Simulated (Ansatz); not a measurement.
Z-matrix (Å, degrees):
```
Ga
S 1 2.404
S 1 2.404 2 94.5
H 1 1.560 2 108.4 3 111.1
H 1 1.559 2 105.2 3 -107.1
Ga 2 2.404 1 84.2 3 12.6
H 2 1.343 1 95.9 3 -82.8
H 3 1.343 1 95.9 2 82.8
H 6 1.560 2 108.4 1 -123.7
H 6 1.559 2 105.2 1 94.5
```

The species carries charge 0 and has multiplicity 1.

List the CAM-B3LYP/def2-TZVPP orbital energies in eV (Ansatz 0.2.0). (Estimate.)

Ansatz gave: Occupied: -10139.74, -10139.74, -2420.35, -2420.35, -1251.38, -1251.38, -1108.64, -1108.64, -1108.62, -1108.62, -1108.56, -1108.56, -218.40, -218.40, -162.97, -162.97, -162.85, -162.85, -162.84, -162.84, -151.69, -151.69, -105.08, -105.08, -105.04, -105.04, -104.89, -104.89, -25.08, -24.91, -24.91, -24.88, -24.85, -24.80, -24.77, -24.74, -24.73, -24.72, -22.79, -22.07, -14.99, -14.59, -13.27, -12.90, -10.79, -10.65, -10.21, -10.09, -9.46, -9.34. Lowest empty: 0.46, 0.64, 0.72, 1.55, 1.70, 2.05, 2.44, 2.44.
